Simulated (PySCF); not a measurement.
**Electron correlation in Br⁻ (bromine, charge -1)**

[Kr], closed-shell 1S. Computed with PySCF 2.14 in x2c-TZVPPall with one added diffuse shell each of s, p, d type (7s6p5d1f, 57 functions), with scalar relativity by spin-free X2C-1e. Frozen: [Ar] 3d10; 8 electrons correlated.

```tsv
level	correlation energy (mhartree)
CCSD	-185.69
(T)	-7.04
CCSD(T)	-192.73
```

Diagnostics: T1 = 0.0062, D1 = 0.0090, largest double amplitude 0.032.

Q: Is a single reference adequate?

A: Yes, within this model without spin-orbit coupling: T1 lies below 0.03 and no double amplitude reaches 0.07.
